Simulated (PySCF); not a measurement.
**LC-wPBE on Pt⁺ (platinum, charge +1)**

Configuration: [Xe] 4f14 5d8 6s1, high-spin 4F determinant (an excited configuration). Computed with PySCF 2.14 in x2c-TZVPPall with one added diffuse shell each of s, p, d, f type (12s8p8d4f1g, 113 functions), with the spin-free X2C one-electron Hamiltonian (Gaussian nucleus).

```json
{"Total energy": "-18415.16 hartree", "One-electron energy": "-25214.30 hartree", "Hartree (Coulomb) energy": "7159.83 hartree", "Exchange-correlation energy": "-360.69 hartree", "⟨S²⟩": "3.7511", "⟨L²⟩": "12.011", "Sum of ⟨r⟩": "43.02 bohr", "Sum of ⟨r²⟩": "51.50 bohr²", "Langevin diamagnetic susceptibility": "-40.8 ×10⁻⁶ cm³/mol", "Time after the integrals": "of the order of 18 core-seconds"}
```

```csv
shell,electrons,mean orbital energy (hartree),spread (hartree),"rms radius, mean of both spins (bohr)"
1s α,1,-2872.26561,0,0.0194
1s β,1,-2872.26492,0,0.0194
2s α,1,-505.10036,0,0.0782
2s β,1,-505.09500,0,0.0782
2p α,3,-439.71093,0,0.0715
2p β,3,-439.70665,0,0.0715
3s α,1,-119.20152,0,0.200
3s β,1,-119.19949,0,0.200
3p α,3,-100.05229,0,0.202
3p β,3,-100.05004,0,0.202
3d α,5,-78.41881,0.00408,0.184
3d β,5,-78.41493,0.00005,0.184
4s α,1,-26.12257,0,0.441
4s β,1,-26.11745,0,0.441
4p α,3,-19.80236,0,0.470
4p β,3,-19.79757,0,0.470
4d α,5,-11.89548,0.01047,0.503
4d β,5,-11.88990,0.00474,0.503
5s α,1,-4.37404,0,1.01
5s β,1,-4.33395,0,1.01
4f α,7,-3.21129,0.01470,0.570
4f β,7,-3.20241,0.00400,0.570
5p α,3,-2.71175,0,1.17
5p β,3,-2.65062,0,1.17
5d α,5,-0.79704,0.03195,1.72
5d β,3,-0.74341,0,1.72
6s α,1,-0.64755,0,2.80
```

Spin-orbit coupling, absent here, splits the open shell strongly.

Densities and radii are taken from the X2C orbitals without a picture-change correction, which distorts them close to the nucleus.
